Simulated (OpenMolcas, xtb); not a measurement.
How methods differ on C2H3In (SMILES C#[C][InH2])

The species is C2H3In (6 atoms), meant as a singlet with charge 0. SMILES: `C#[C][InH2]`. Geometry: relaxed at PBE0-D4/def2-TZVP.

Each level gives the vertical energy of the triplet above the singlet (eV). The values are calculated.

```json
{"level": "GFN0-xTB", "kind": "semi-empirical", "program": "xtb", "value (eV)": "5.08", "CPU time (all runs)": "under 2 s"}
{"level": "HF/def2-SVPD (core potential)", "kind": "Hartree–Fock", "program": "OpenMolcas", "value (eV)": "4.28", "CPU time (all runs)": "26 s"}
{"level": "SVWN5/def2-SVPD (core potential)", "kind": "LDA", "program": "OpenMolcas", "value (eV)": "3.92", "CPU time (all runs)": "83 s"}
{"level": "BLYP/def2-SVPD (core potential)", "kind": "GGA", "program": "OpenMolcas", "value (eV)": "3.96", "CPU time (all runs)": "1.7 min"}
{"level": "M06-L/def2-SVPD (core potential)", "kind": "meta-GGA", "program": "OpenMolcas", "value (eV)": "4.35", "CPU time (all runs)": "2.6 min"}
{"level": "B3LYP/def2-SVPD (core potential)", "kind": "global hybrid", "program": "OpenMolcas", "value (eV)": "4.27", "CPU time (all runs)": "1.8 min"}
```

Spin-orbit coupling, which can split open shells on such heavy atoms by tenths of an eV, is left out. The values span 3.92 to 5.08 eV. The xTB rows lack spin polarisation, so open shells miss the exchange term that lowers them. Times are those of the runs behind each value, whatever else they computed, on shared processors of several kinds: orders of magnitude only.
